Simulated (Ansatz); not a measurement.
```xyz
2

C     0.0000    0.0000   -3.3495
S     0.0000    0.0000    1.2560
```

Basis set: pcseg-2 (spherical functions). Charge 0, multiplicity 1.

Computed with Ansatz (development build ahead of 0.2.0); each method stands on the lowest determinant of its kind that the runs found.

Question: Give the atomization energy at this shape (free ground-state atoms in the same class of orbitals less the molecule, no zero-point energy) of singlet CS by ωB97X (unrestricted), PBE0 (unrestricted).

Answer:

```
              method  atomization energy
ωB97X (unrestricted)             0.02 eV
 PBE0 (unrestricted)             0.02 eV
```

Caution: charge can spread falsely over distant fragments; the shape is not the minimum; the unrestricted determinant is a mixture of spin states.
